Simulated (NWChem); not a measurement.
Program: NWChem. System: F6Si, charge -1, spin multiplicity 2, at the geometry of a parent with another charge or spin, in a state set for the comparison that need not be this species' ground state. Its SCF solution wasn't tested for a lower state. Level: UPBE0/def2-SVPD.

The NWChem input:

```
start mol
memory heap 200 mb stack 900 mb global 1100 mb
charge -1
geometry units angstroms nocenter noautoz
  F      0.000000    -1.722476     0.000000
  Si     0.000000     0.000000     0.000000
  F      1.722490     0.000000     0.000000
  F     -1.722490     0.000000     0.000000
  F      0.000000     0.000000     1.722493
  F      0.000000     1.722476     0.000000
  F      0.000000     0.000000    -1.722493
  symmetry group D2h
end
basis spherical
  * library def2-svpd
end
dft
  xc pbe0
  odft
  mult 2
  semidirect memsize 60000000 filesize 0
  iterations 100
end
task dft energy
```

Output (cleaned and shortened):

```
             Northwest Computational Chemistry Package (NWChem) 7.3.0
             --------------------------------------------------------

                                NWChem Input Module
                                -------------------

 Scaling coordinates for geometry "geometry" by  1.889725989
 (inverse scale =  0.529177249)

 Turning off AUTOSYM since
 SYMMETRY directive was detected!

                             Geometry "geometry" -> ""
                             -------------------------

 Output coordinates in angstroms (scale by  1.889725989 to convert to a.u.)

  No.       Tag          Charge          X              Y              Z
 ---- ---------------- ---------- -------------- -------------- --------------
    1 F                    9.0000     0.00000000    -1.72247600     0.00000000
    2 Si                  14.0000     0.00000000     0.00000000     0.00000000
    3 F                    9.0000     1.72249000     0.00000000     0.00000000
    4 F                    9.0000    -1.72249000     0.00000000     0.00000000
    5 F                    9.0000     0.00000000     0.00000000     1.72249300
    6 F                    9.0000     0.00000000     1.72247600     0.00000000
    7 F                    9.0000     0.00000000     0.00000000    -1.72249300

 Effective nuclear repulsion energy (a.u.)     480.7357052440

            Nuclear Dipole moment (a.u.)
            ----------------------------
        X                 Y               Z
 ---------------- ---------------- ----------------
     0.0000000000     0.0000000000     0.0000000000

      Symmetry information
      --------------------

 Group name             D2h
 Group number             26
 Group order               8
 No. of unique centers     4

      Symmetry unique atoms

     1    2    3    5


 Summary of "ao basis" -> "" (spherical)
 ------------------------------------------------------------------------------
       Tag                 Description            Shells   Functions and Types
 ---------------- ------------------------------  ------  ---------------------
 *                         def2-svpd                  on all atoms

                                 NWChem DFT Module
                                 -----------------

 Summary of "ao basis" -> "ao basis" (spherical)
 ------------------------------------------------------------------------------
       Tag                 Description            Shells   Functions and Types
 ---------------- ------------------------------  ------  ---------------------
 F                         def2-svpd                 9       23   4s3p2d
 Si                        def2-svpd                10       24   5s3p2d

 Summary of "ao basis" -> "ao basis" (spherical)
 ------------------------------------------------------------------------------
       Tag                 Description            Shells   Functions and Types
 ---------------- ------------------------------  ------  ---------------------
 F                         def2-svpd                 9       23   4s3p2d
 Si                        def2-svpd                10       24   5s3p2d

      Symmetry analysis of basis
      --------------------------

        ag         42
        au          6
        b1g        14
        b1u        24
        b2g        14
        b2u        24
        b3g        14
        b3u        24

            General Information
            -------------------
          SCF calculation type: DFT
          Wavefunction type:  spin polarized.
[...]
  ----- ------------  ---------------      ----- ------------  ---------------
    27      5.949608  2 Si s                 28      3.597082  2 Si s
     4     -1.816674  1 F  s                 51     -1.817620  3 F  s
    74     -1.817620  4 F  s                120     -1.816674  6 F  s
    97     -1.518149  5 F  s                143     -1.518149  7 F  s
    12     -0.607957  1 F  py                58      0.608351  3 F  px

 Vector   37  Occ=0.000000D+00  E= 2.233422D-01  Symmetry=b3u
              MO Center=  1.8D-13, -1.4D-16,  1.2D-16, r^2= 1.3D+01
   Bfn.  Coefficient  Atom+Function         Bfn.  Coefficient  Atom+Function
  ----- ------------  ---------------      ----- ------------  ---------------
    51      2.198957  3 F  s                 74     -2.198957  4 F  s
    58     -1.705786  3 F  px                81     -1.705786  4 F  px
    35     -1.695985  2 Si px                11     -0.420125  1 F  px
   127     -0.420125  6 F  px               104     -0.380033  5 F  px
   150     -0.380033  7 F  px                32     -0.158409  2 Si px

   alpha - beta orbital overlaps
   -----------------------------

   alpha      1      2      3      4      5      6      7      8      9     10
    beta      1      2      3      4      5      6      7      8      9     10
 overlap   1.000  1.000  1.000  1.000  1.000  1.000  1.000  1.000  1.000  1.000

   alpha     11     12     13     14     15     16     17     18     19     20
    beta     11     12     13     14     15     16     17     18     19     20
 overlap   1.000  0.997  1.000  1.000  1.000  1.000  0.997  1.000  0.982  0.981

   alpha     21     22     23     24     25     26     27     28     29     30
    beta     25     21     24     22     23     29     30     35     26     27
 overlap   0.999  0.999  1.000  0.999  0.999  0.928  0.927  1.000  1.000  1.000

   alpha     31     32     33     34     35     36     37     38     39     40
    beta     28     32     31     33     34     36     37     38     39     40
 overlap   0.999  0.943  0.944  0.999  0.999  1.000  1.000  1.000  1.000  1.000

   alpha     41     42     43     44     45     46     47     48     49     50
    beta     41     42     43     44     45     46     47     48     49     50
 overlap   1.000  0.999  1.000  1.000  1.000  0.999  0.999  1.000  1.000  1.000

   alpha     51     52     53     54     55     56     57     58     59     60
    beta     51     52     53     54     55     56     57     58     59     60
 overlap   0.999  0.999  1.000  0.999  0.999  1.000  1.000  1.000  1.000  1.000

   alpha     61     62     63     64     65     66     67     68     69     70
    beta     61     62     63     64     65     66     67     68     69     70
 overlap   0.999  1.000  1.000  1.000  1.000  1.000  1.000  1.000  1.000  1.000

   alpha     71     72     73     74     75     76     77     78     79     80
    beta     71     72     73     74     75     76     77     78     79     80
 overlap   1.000  1.000  1.000  1.000  0.999  0.999  1.000  1.000  1.000  1.000

   alpha     81     82     83     84     85     86     87     88     89     90
    beta     81     82     84     85     83     86     87     88     89     90
 overlap   1.000  1.000  1.000  1.000  1.000  1.000  1.000  1.000  1.000  1.000

   alpha     91     92     93     94     95     96     97     98     99    100
    beta     92     91     93     94     95     96     97     98     99    100
 overlap   1.000  1.000  1.000  1.000  1.000  1.000  1.000  1.000  1.000  1.000

   alpha    101    102    103    104    105    106    107    108    109    110
    beta    101    102    104    103    105    106    107    108    109    110
 overlap   1.000  1.000  1.000  1.000  1.000  1.000  1.000  1.000  1.000  0.999

   alpha    111    112    113    114    115    116    117    118    119    120
    beta    111    112    113    114    115    116    117    118    119    120
 overlap   0.999  1.000  1.000  1.000  1.000  1.000  1.000  1.000  1.000  1.000

   alpha    121    122    123    124    125    126    127    128    129    130
    beta    121    122    123    124    125    126    127    128    129    131
 overlap   1.000  1.000  1.000  1.000  1.000  1.000  1.000  1.000  1.000  1.000

   alpha    131    132    133    134    135    136    137    138    139    140
    beta    130    132    133    134    135    136    137    138    139    140
 overlap   1.000  1.000  0.998  0.974  0.974  1.000  0.973  0.974  1.000  0.999

   alpha    141    142    143    144    145    146    147    148    149    150
    beta    141    142    145    148    143    144    146    147    149    151
 overlap   0.999  1.000  0.999  0.995  0.999  0.999  0.998  0.999  0.995  0.995

   alpha    151    152    153    154    155    156    157    158    159    160
    beta    152    150    153    155    154    156    157    158    159    160
 overlap   0.995  0.999  1.000  0.995  0.995  1.000  0.997  0.997  1.000  1.000

   alpha    161    162
    beta    161    162
 overlap   1.000  1.000

     --------------------------
     Expectation value of S2:
     --------------------------
      <S2> =      0.7566 (Exact =     0.7500)

 center of mass
 --------------
 x =   0.00000000 y =   0.00000000 z =   0.00000000

 moments of inertia (a.u.)
 ------------------
         805.165828885254           0.000000000000           0.000000000000
           0.000000000000         805.172373101930           0.000000000000
           0.000000000000           0.000000000000         805.164426546190

     Multipole analysis of the density
     ---------------------------------

     L   x y z        total         alpha         beta         nuclear
     -   - - -        -----         -----         ----         -------
     0   0 0 0     -1.000000    -35.000000    -34.000000     68.000000

     1   1 0 0     -0.000000      0.000000     -0.000000      0.000000
     1   0 1 0      0.000000     -0.000000      0.000000      0.000000
     1   0 0 1     -0.000000      0.000000     -0.000000      0.000000

     2   2 0 0    -36.763103   -116.657394   -110.820156    190.714448
     2   1 1 0     -0.000000      0.000000     -0.000000      0.000000
     2   1 0 1     -0.000000     -0.000000      0.000000      0.000000
     2   0 2 0    -36.805539   -116.652529   -110.864358    190.711348
     2   0 1 1     -0.000000     -0.000000     -0.000000      0.000000
     2   0 0 2    -41.041918   -115.886062   -115.870968    190.715112

 Task  times  cpu:       16.1s     wall:       16.1s

 Total times  cpu:       16.2s     wall:       16.2s
```
